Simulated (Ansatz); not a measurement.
A nudged elastic band was laid between two geometries of AlF₃H₂ (6 atoms, charge 0, multiplicity 1).

The calculation used RKS PBE/6-31G* in Ansatz.

- movable images: 1
- climbing image: no
- spring: 5.0 eV/Å²
- optimiser: quadratic models (default)
- start path: through a guess of the saddle point
- force threshold: 0.05 eV/Å
- iteration limit: 60
- end points: relaxed

Initial state:

```xyz
6
Properties=species:S:1:pos:R:3
Al 0.006 0.003 0.081
H 0.007 0.443 1.633
F 1.427 0.112 -0.782
F -1.432 0.040 -0.760
F 0.059 -1.895 0.760
H 0.059 -1.601 1.680
```

Final state:

```xyz
6
Properties=species:S:1:pos:R:3
Al 0.019 -0.596 -0.240
H 0.014 0.156 1.873
F 1.425 0.204 -0.590
F -1.430 0.135 -0.565
F 0.063 -2.200 0.180
H 0.037 -0.598 1.955
```

Q: What changes between the two ends?

A: Bonds broken: Al1–H2, F5–H6. Bonds formed: H2–H6. AlF3H2 becomes AlF3 + H2.

Q: What energy profile does the band end with?

A: It converged. The highest image is number 0 of 0 to 2, 0.0 kJ/mol above the first end and 111.1 kJ/mol above the last; the last end lies 111.1 kJ/mol below the first. The highest image is an end point: on this band no image between the ends rises above it. So few images can step over the top or miss a turn of the path. The orbitals stay closed-shell, which can raise the energy where a bond breaks towards radicals; this wasn't checked here.

| image | path coordinate (Å) | energy (kJ/mol) | Al1–H2 (Å) | F5–H6 (Å) | H2–H6 (Å) |
| --- | --- | --- | --- | --- | --- |
| 0 | 0.00 | 0.0 | 1.61 | 0.97 | 2.05 |
| 1 | 0.85 | -29.0 | 1.81 | 1.41 | 1.00 |
| 2 | 1.69 | -111.1 | 2.24 | 2.39 | 0.76 |

Time of the run: 7.6 s on 2 threads of Arm Neoverse V2, on a shared host, peak memory 0.11 GiB.
